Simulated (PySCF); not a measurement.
CH8Ge2, SMILES [GeH3][CH2][GeH3].

Geometry: PBE0-D3(BJ)/def2-SVP.

Two levels are set side by side: TDDFT-PBE/def2-SVPD (PySCF) and TDDFT-B3LYP/def2-SVPD (PySCF). Vertical, same geometry. The lowest singlet is HOMO→LUMO 98 % with PBE and HOMO→LUMO 98 % with the other functional; states are paired by order. Differences are taken from unrounded values.

| quantity | TDDFT-PBE |
|---|---|
| lowest singlet excitation (eV) | 6.84 |
| lowest triplet excitation (TDA) (eV) | 6.58 |
| first bright state (f over 0.05) (eV) | 7.35 |
| its oscillator strength | 0.28 |

Question: These are the TDDFT-PBE values. What does TDDFT-B3LYP give? (The exact figures need the calculation; the answer reports its results.)

Answer: 
```tsv
quantity	TDDFT-B3LYP	TDDFT-PBE minus TDDFT-B3LYP
lowest singlet excitation (eV)	7.27	-0.43
lowest triplet excitation (TDA) (eV)	6.96	-0.38
first bright state (f over 0.05) (eV)	7.76	-0.41
its oscillator strength	0.40	-0.12
```

A lower first singlet is the usual sign of a functional without exact exchange. Differences between two approximate levels are no errors against the true value.

Rough cost on one machine, each run with all the roots and properties that it gave: TDDFT-B3LYP against TDDFT-PBE about 3 times.
